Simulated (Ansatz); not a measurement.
C₃H₉ClSi, SMILES `CCC([SiH3])Cl`, relaxed with RKS PBE-D4/def2-SVP in Ansatz 0.2.0 from a rough embedded geometry. The force threshold is 0.03 eV/Å; the program also tests the step.

Total charge 0; spin multiplicity 1.

Start:

```xyz
14

C     0.619    0.484   -1.862
C    -0.050   -0.261   -0.803
C     0.123    0.395    0.586
Si   -0.629   -0.700    2.007
Cl   -0.733    1.970    0.674
H     0.557   -0.005   -2.873
H     1.681    0.650   -1.682
H     0.143    1.500   -2.056
H     0.389   -1.307   -0.829
H    -1.105   -0.400   -1.069
H     1.183    0.553    0.770
H     0.127   -1.997    2.032
H    -1.994   -0.889    1.809
H    -0.312    0.006    3.295
```

Question: How much energy does the relaxation release, and in how many steps? (An estimate is asked.)

Answer: Computed: 0.35 eV, in 4 steps.

Question: Which bonds change most? (Best estimate.)

Answer: The calculation gave: Si4–H13 from 1.392 to 1.502 Å; C1–C2 from 1.458 to 1.529 Å; C3–Cl5 from 1.794 to 1.832 Å; C3–Si4 from 1.945 to 1.911 Å.

Question: Give the relaxed structure. (Estimate.)

Answer: The calculation gave: 
```xyz
14

C     0.614    0.526   -1.938
C    -0.012   -0.285   -0.803
C     0.134    0.347    0.582
Si   -0.595   -0.687    2.014
Cl   -0.701    1.976    0.655
H     0.472    0.022   -2.915
H     1.704    0.662   -1.782
H     0.154    1.532   -2.000
H     0.463   -1.291   -0.750
H    -1.090   -0.465   -1.007
H     1.203    0.564    0.793
H     0.086   -2.032    2.049
H    -2.066   -0.884    1.783
H    -0.364    0.016    3.320
```
